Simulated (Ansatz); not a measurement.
hydrogen selenide (SMILES [SeH2]) moved off its minimum; all values from Ansatz (a first-principles code), cores frozen in correlated methods.
(charge 0, multiplicity 1)
```xyz
3

Se     0.0530     0.1858    -0.0558
H     -1.0277    -0.9893    -0.0359
H      1.2189    -0.9570     0.2051
```

Problem. Give the forces (eV/Å), the total energy and the dipole at CCSD(T)/aug-cc-pVTZ.

Solution. 
| atom | Fx | Fy | Fz |
|---|---|---|---|
| Se1 | 0.444 | -3.328 | 0.438 |
| H2 | 1.310 | 1.520 | -0.035 |
| H3 | -1.754 | 1.808 | -0.403 |
Energy -2401.2360 hartree, dipole 0.56 D.
